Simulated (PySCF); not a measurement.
Gas-phase reaction: 6 InCl2 + H2 = 4 InCl3 + 2 InH

Computed with PySCF and rigid-rotor harmonic-oscillator thermochemistry at 1 bar. † marks an energy on the PBE0/def2-TZVP geometry and frequencies. CCSD(T) freezes the core. Open shells (unrestricted): InCl2 (multiplicity 2); the rest are closed-shell singlets. In: scalar-relativistic def2 core potential, no spin-orbit coupling. InCl2, InH: computed as isolated molecules; such fragments, hydroxides, amides, oligomers or adducts are transient or little studied in the gas. CCSD(T) isn't extrapolated to the basis-set limit; its ΔH°(298 K) is -307.2 kJ in def2-SVP and -296.0 kJ in def2-TZVPP. The harmonic model lacks anharmonicity and excited electronic states, which grow with temperature; levels with a mode under 35 cm⁻¹ are left out. Soft modes under 120 cm⁻¹ make the harmonic entropy rough for InCl2, InCl3.

ΔH° and ΔS° at 298 K: BLYP/def2-TZVP† -151 kJ, -236 J/K; CCSD(T)/def2-SVP† -307 kJ, -236 J/K; HF/def2-TZVP† -134 kJ, -236 J/K.

### Question
With the heat capacities included, give log10 K (1 bar) at 500, 600, 1400, 1800, 2500 K from BLYP/def2-TZVP†, CCSD(T)/def2-SVP†, HF/def2-TZVP†.

### Answer
```tsv
T (K)	BLYP/def2-TZVP†	CCSD(T)/def2-SVP†	HF/def2-TZVP†
500	3.6	19.8	1.7
600	1.0	14.5	-0.6
1400	-6.1	-0.3	-6.7
1800	-7.1	-2.6	-7.6
2500	-8.0	-4.8	-8.4
```
